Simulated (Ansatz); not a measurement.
One change: `C[CH2][Sn][NH2]` becomes `C[CH2][Sn][Cl]`.

Ansatz, PBE0-D4/def2-TZVP geometries, multiplicity 1. Each molecule was computed in one conformer, which needn't be the lowest.

Elements past krypton have def2 core potentials.

```
                                                                                  property  `C[CH2][Sn][NH2]`
                                            size of the dipole moment (PBE/def2-TZVPP) / D               0.78
                                                   HOMO–LUMO gap (ωB97M-V/def2-TZVPP) / eV               8.01
                                          size of the dipole moment (B3LYP/def2-TZVPP) / D               0.59
ideal-gas entropy at 298 K and 1 bar (rigid rotor, harmonic PBE0-D4/def2-TZVP) / J/(mol·K)                353
                                                        LUMO energy (PBE0/def2-TZVPP) / eV              -1.69
                                                        HOMO energy (PBE0/def2-TZVPP) / eV              -5.94
```

Problem. Give the same properties after the change, and the shifts. (Best estimate.)

Solution. Ansatz gave: 
| property | `C[CH2][Sn][Cl]` | shift |
| --- | --- | --- |
| size of the dipole moment (PBE/def2-TZVPP) / D | 2.68 | 1.90 |
| HOMO–LUMO gap (ωB97M-V/def2-TZVPP) / eV | 7.49 | -0.52 |
| size of the dipole moment (B3LYP/def2-TZVPP) / D | 2.84 | 2.25 |
| ideal-gas entropy at 298 K and 1 bar (rigid rotor, harmonic PBE0-D4/def2-TZVP) / J/(mol·K) | 356 | 3 |
| LUMO energy (PBE0/def2-TZVPP) / eV | -2.73 | -1.04 |
| HOMO energy (PBE0/def2-TZVPP) / eV | -6.43 | -0.49 |

With PBE0 the HOMO falls by 0.49 eV and the LUMO falls by 1.04 eV, so the gap narrows by about 0.55 eV. PBE moves the HOMO by -0.46 eV and ωB97M-V by -0.47 eV. The zero-point energy changes by -63.6 kJ/mol with -6 modes. Dipoles are sizes alone; their direction can turn. Modes under 60 cm⁻¹, often nearly free rotors, make the harmonic entropy too high.

B3LYP here is the variant with VWN-RPA as its local correlation; programs differ in this.
